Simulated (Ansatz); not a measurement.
Wavefunction ladder for H$_{4}$MoN$_{2}$O$_{2}$, SMILES `[NH]=[Mo](=[NH])([OH])[OH]`

```csv
atom,x (Å),y (Å),z (Å)
N1,0.189,-0.447,1.582
Mo2,-0.015,-0.089,-0.093
N3,0.007,1.612,-0.378
O4,-1.698,-0.741,-0.663
O5,1.422,-0.891,-1.026
H6,0.326,-0.211,2.555
H7,0.074,2.581,-0.101
H8,-2.138,-1.408,-0.131
H9,1.833,-0.405,-1.745
```

Charge 0, multiplicity 1. Correlated methods include outer-core shells of Mo, which these sets cover unevenly. Mo takes the def2 core potential. Geometry: relaxed with PBE0-D4/def2-TZVP. It is one conformer, not always the lowest. Frozen core, restricted reference, Ansatz 0.2.0.

```
     basis     HF (Eh)  MP2 corr.  CCSD corr.       (T)  CCSD(T) total
  def2-SVP           ?   -1.17728    -1.12252  -0.05815              ?
def2-TZVPP  -328.62728          ?           ?         ?              ?
def2-QZVPP  -328.64482   -1.64185           –         –              –
```

(1) Fill in the withheld values. (Best estimate.)

## Answers

(1) Ansatz gave: def2-SVP HF (Eh): -328.26558; def2-SVP CCSD(T) total: -329.44625; def2-TZVPP MP2 corr.: -1.52628; def2-TZVPP CCSD corr.: -1.45201; def2-TZVPP (T): -0.08663; def2-TZVPP CCSD(T) total: -330.16592.
